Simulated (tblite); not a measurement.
Species: C4H6ClNSi (charge +1 and doublet state).
Geometry (GFN2-xTB, Å), atoms numbered from 1 in this order:
```
atom  x, y, z in Å
C1    -0.450    1.567    0.102
C2    -0.470    0.098    0.034
C3    -1.294   -0.668    0.804
Cl4   -2.567   -0.055    1.720
Si5    0.752   -0.784   -1.164
C6     2.067   -1.088    0.171
N7     2.892   -1.282    0.931
H8    -1.000    1.954    0.957
H9    -0.870    1.977   -0.821
H10    0.574    1.946    0.137
H11   -1.202   -1.747    0.827
H12    1.300    0.169   -2.120
H13    0.262   -2.086   -1.596
```

Computed with GFN2-xTB (tblite): harmonic, unscaled wavenumbers at the GFN2-xTB geometry, gas phase. Errors from tens to a few hundred cm⁻¹ against measured bands are possible. Modes of hydrogen on silicon can be 10 to 20 % off. One conformer, not necessarily the lowest. Open shells enter through the occupations alone, without spin polarisation, and single modes of such species can be off by tens of per cent.

Harmonic wavenumbers (cm⁻¹): 26.6, 59.7, 72.5, 131.6, 185.0, 248.8, 257.4, 282.7, 362.1, 429.3, 469.1, 483.8, 565.4, 624.6, 677.8, 708.9, 775.8, 804.2, 930.1, 986.7, 1114.5, 1249.3, 1334.1, 1360.6, 1405.2, 1465.7, 2326.7, 2343.1, 2357.9, 2948.9, 2985.9, 3028.1, 3051.5.

A = 3057, B = 874.0, C = 807.5 MHz; mass 130.996 u (most abundant isotopes); point group C1, symmetry number 1; spin multiplicity 2.

Q: What is the zero-point energy?

A: ½Σν̃ = 18027 cm⁻¹ = 215.65 kJ/mol.

Q: Give the ideal-gas entropy at 400 K and 1 bar in the rigid-rotor, harmonic-oscillator model (classical rotation).

A: Translation 175.77, rotation 126.63, vibration 165.03, spin (R ln 2) 5.76: S = 473.2 J/(mol K).

Q: And Cp and H(400 K) − H(0)?

A: Cp = 172.42 J/(mol K), of which vibrations give 139.16 (their classical limit is 33 R = 274.4); H(400 K) − H(0) = 45.03 kJ/mol without the zero-point energy, 31.73 from vibrations.

Q: Which modes carry the vibrational entropy at 400 K?

A: 26.6 cm⁻¹: 27.83; 59.7 cm⁻¹: 21.12; 72.5 cm⁻¹: 19.51; 131.6 cm⁻¹: 14.61; 185.0 cm⁻¹: 11.85; 248.8 cm⁻¹: 9.51 J/(mol K); the other 27 give 60.59 together.

Q: How do the functions run with temperature in this model?

A: 
```json
{"T (K)": "50", "S (J/(mol K))": "259.4", "Cp (J/(mol K))": "58.4", "H − H(0) (kJ/mol)": "2.27", "G − H(0) (kJ/mol)": "-10.70", "ln q(vib)": "0.99"}
{"T (K)": "100", "S (J/(mol K))": "306.4", "Cp (J/(mol K))": "79.5", "H − H(0) (kJ/mol)": "5.72", "G − H(0) (kJ/mol)": "-24.91", "ln q(vib)": "2.45"}
{"T (K)": "298.15", "S (J/(mol K))": "426.2", "Cp (J/(mol K))": "147.7", "H − H(0) (kJ/mol)": "28.68", "G − H(0) (kJ/mol)": "-98.39", "ln q(vib)": "7.80"}
{"T (K)": "373.15", "S (J/(mol K))": "461.4", "Cp (J/(mol K))": "166.5", "H − H(0) (kJ/mol)": "40.48", "G − H(0) (kJ/mol)": "-131.70", "ln q(vib)": "9.66"}
{"T (K)": "500", "S (J/(mol K))": "513.8", "Cp (J/(mol K))": "191.5", "H − H(0) (kJ/mol)": "63.26", "G − H(0) (kJ/mol)": "-193.63", "ln q(vib)": "12.62"}
{"T (K)": "750", "S (J/(mol K))": "598.4", "Cp (J/(mol K))": "225.4", "H − H(0) (kJ/mol)": "115.70", "G − H(0) (kJ/mol)": "-333.08", "ln q(vib)": "17.84"}
{"T (K)": "1000", "S (J/(mol K))": "666.5", "Cp (J/(mol K))": "247.8", "H − H(0) (kJ/mol)": "175.04", "G − H(0) (kJ/mol)": "-491.46", "ln q(vib)": "22.38"}
```

q(vib) and H(0) count from the zero-point level.

Q: What must be added to the electronic energy to get the Gibbs energy at 400 K and 1 bar?

A: ZPE + [H(400 K) − H(0)] − T·S = 215.65 + 45.03 − 189.27 = 71.41 kJ/mol.

Hindered rotation and anharmonicity are outside this model. Other conformers, if any are populated, would add a mixing term that is left out. The structure is chiral; the term R ln 2 for an equal mix with its mirror image is left out.

Time: 0.49 s. Hardware: an Arm Neoverse V1 with one thread, no GPU, on a shared host. The figure is for the frequency step alone.
